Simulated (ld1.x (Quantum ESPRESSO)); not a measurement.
**nickel, RRKJ: configuration errors across variants**

- Element: nickel (Ni)
- Generator: ld1.x (Quantum ESPRESSO) 7.5
- Type: norm-conserving RRKJ (Kleinman–Bylander form)
- Functional: PBEsol
- Relativity: scalar-relativistic
- Frozen core: [Ne] 3s2
- Valence charge: 16
- Reference configuration: 3p6 3d8 4s1.75 4p0 (charge +0.25)
- Partial waves: 4s (bound): rc 1.80 bohr; 3p (bound): rc 0.90 bohr; 3d (bound): rc 0.75 bohr
- Local potential: all-electron potential smoothed inside 1.30 bohr (lloc = -1)
- Core correction: a·sin(br)/r model core, default radius (core density twice the valence density)
- rho0: 0.02

All-electron excitation energies from the reference (eV): (1) 3p6 3d8 4s2 4p0 -1.636; (2) 3p6 3d8 4s1 4p0 7.700; (3) 3p6 3d8 4s0 4p0 24.961; (4) 3p6 3d8 4s1.5 4p0 2.091; (5) 3p6 3d6 4s0 4p0 119.918; (6) 3p6 3d8 4s1 4p1 2.994; (7) 3p6 3d7 4s2 4p1 8.942.

A true bound ghost makes a file unfit for plane-wave use even where its test errors are small: the radial tests pick states by their node count and pass the ghost by.

Errors AE − PS in meV (a dash: test not solved or not reliable):

```csv
change,(1),(2),(3),(4),(5),(6),(7),bound ghosts
base,-0.1,-5.0,-34,-0.6,-35,-34,-148,s
local potential all-electron potential smoothed inside 0.92 bohr (lloc = -1),0.0,-3.9,-34,-0.5,+46,-4.1,-42,s
local potential all-electron potential smoothed inside 1.12 bohr (lloc = -1),-0.1,-4.3,-34,-0.5,+18,-7.0,-67,s
local potential all-electron potential smoothed inside 1.46 bohr (lloc = -1),-0.5,-8.0,-35,-1.0,-91,-62,-280,s
local potential all-electron potential smoothed inside 1.62 bohr (lloc = -1),+0.1,-2.1,-35,-0.3,-194,-115,-77,none
local potential all-electron potential smoothed inside 1.80 bohr (lloc = -1),+0.1,-3.3,-36,-0.4,-315,-179,-304,none
local potential all-electron potential smoothed inside 2.00 bohr (lloc = -1),0.0,-3.7,-36,-0.4,-477,-265,-489,none
```

Give the same row for: local potential all-electron potential smoothed inside 0.74 bohr (lloc = -1).

+0.1, -3.6, -34, -0.4, +61, +5.2, -8.6; bound ghosts: s.
